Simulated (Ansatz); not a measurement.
Consider the homolysis of the Br–Si bond: `CO[SiH](N)Br` → Br• + `CO[SiH]N`•.

Calculated with Ansatz (gas phase, PBE0-D4/def2-TZVP geometries, no zero-point term in ΔE). CCSD(T)/CBS adds triple-zeta CCSD(T) − MP2 to the extrapolated MP2 energy (def2 sets, frozen cores). DFT in def2-TZVPP. B3LYP here is the variant with VWN-RPA as its local correlation; programs differ in this. Open shells (•) are unrestricted, without spin–orbit coupling. Spin–orbit coupling would lower the free atoms: clearly for Br. Bonds to Br are less sure, by a few kJ/mol each and by 10 to 20 or more in all where they break to atoms, as the def2 sets lack core-valence functions. Scalar relativity is left out up to krypton. Each species was taken in one conformer, which may not be the lowest.

What is ΔE at CCSD(T)/CBS? (Best estimate.)

The calculation gave: +452.9 kJ/mol.

What do these levels give: r2SCAN-D4, PBE0-D4, B3LYP-D4, ωB97M-V, B3LYP, MP2/def2-TZVPP, SCS-MP2/def2-TZVPP, CCSD/def2-TZVPP, CCSD(T)/def2-TZVPP, HF/def2-QZVPP, HF/CBS(def2), MP2/CBS(def2)? (An estimate is asked.)

Computed: r2SCAN-D4 431.3, PBE0-D4 432.6, B3LYP-D4 420.6, ωB97M-V 443.8, B3LYP 406.8, MP2/def2-TZVPP 453.9, SCS-MP2/def2-TZVPP 440.5, CCSD/def2-TZVPP 424.1, CCSD(T)/def2-TZVPP 433.2, HF/def2-QZVPP 330.8, HF/CBS(def2) 330.6, MP2/CBS(def2) 473.6 kJ/mol.

Largest T1 diagnostic among the species: 0.014.

From PBE to PBE0 (25 % exact exchange), in def2-TZVPP and without D4, ΔE moves by +4.5 kJ/mol. The D4 term adds +13.8 kJ/mol with B3LYP and +7.4 kJ/mol with PBE0; it sums over pairs of atoms, weighted by their polarisabilities, and B3LYP, whose exchange is more repulsive, gets the larger term. In def2-TZVPP, CCSD(T) changes the Hartree–Fock value by +100.4 kJ/mol (the triples alone add +9.0 kJ/mol) and MP2 by +121.1 kJ/mol; breaking electron pairs costs correlation energy, which Hartree–Fock lacks.
